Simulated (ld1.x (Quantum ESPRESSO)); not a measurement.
**Logarithmic derivatives: Cs, TM**

caesium (Cs), norm-conserving Troullier–Martins (Kleinman–Bylander form), made with ld1.x (Quantum ESPRESSO) 7.5 (PBEsol, fully relativistic). Core [Kr] 4d10 5s2, reference 5p6 5d0 6s1 6p0. Waves: 5p (bound): rc 3.15 bohr; 5d (bound, empty): rc 4.20 bohr; 4f channel at -0.05 Ry: rc 3.55 bohr; 6s (bound): rc 4.20 bohr. Local part: the s channel. Core correction: none.

Open shells are filled in proportion to 2j + 1 (rel_dist='average').

The phase is arctan(r·u′/u) with u = r·R(r), unwrapped; energies in Ry, scanned from -3 to 5 Ry. A pole is an energy at which the radial function vanishes at the test radius. The pseudo phase is shifted by a multiple of π to meet the all-electron one at the reference energy, and phase errors are pseudo minus all-electron; the curves can meet again beyond the range given. Levels narrower than the energy grid can be missing from the lists of poles.

For each channel, where are the poles, and over which energies does the pseudopotential scatter like the atom?

| channel | radius (bohr) | reference energy (Ry) | poles, all-electron | poles, pseudo | unbroken range about the reference energy with phases within 0.05 rad | phase error 1 Ry above the reference energy (rad) |
| --- | --- | --- | --- | --- | --- | --- |
| s | 4.53 | -0.15 | -1.97, 0.71, 3.84 | 0.62, 2.30, 4.69 | -1.9 to 0.9 | -0.048 |
| p1/2 | 4.53 | -1.08 | -1.05, 1.22, 4.48 | -1.05, 1.87 | below -0.3 | +0.127 |
| p3/2 | 4.53 | -0.96 | -0.93, 1.33, 4.64 | -0.93, 1.96 | below -0.2 | +0.176 |
| d3/2 | 4.53 | -0.03 | 0.30, 2.44 | 0.32, 3.22 | below 0.6 | +0.222 |
| d5/2 | 4.53 | -0.03 | 0.31, 2.47 | 0.33, 3.25 | below 0.7 | +0.199 |
| f5/2 | 4.53 | -0.05 | 0.67, 1.83, 4.28 | 1.03, 3.93 | below 0.3 | +0.843 |
| f7/2 | 4.53 | -0.05 | 0.68, 1.84, 4.29 | 1.04, 3.94 | below 0.3 | +0.791 |

Phases in the d3/2 channel:

```csv
E (Ry),all-electron,pseudo
-3.00,1.443,1.443
-2.76,1.438,1.438
-2.52,1.431,1.432
-2.28,1.424,1.425
-2.04,1.416,1.416
-1.80,1.405,1.406
-1.56,1.393,1.393
-1.32,1.377,1.378
-1.08,1.355,1.356
-0.84,1.323,1.325
-0.60,1.271,1.274
-0.36,1.159,1.163
-0.12,0.659,0.663
0.12,-1.286,-1.278
0.36,-1.622,-1.603
0.60,-1.767,-1.726
0.84,-1.951,-1.841
1.08,-2.489,-2.031
1.32,-3.930,-2.566
1.56,-4.412,-3.789
1.80,-4.562,-4.313
2.04,-4.637,-4.488
2.28,-4.686,-4.574
2.52,-4.724,-4.626
2.76,-4.760,-4.662
3.00,-4.798,-4.690
3.24,-4.846,-4.714
3.48,-4.922,-4.736
3.72,-5.090,-4.758
3.96,-5.787,-4.781
4.20,-7.252,-4.808
4.44,-7.587,-4.844
4.68,-7.697,-4.899
4.92,-7.752,-5.001
```
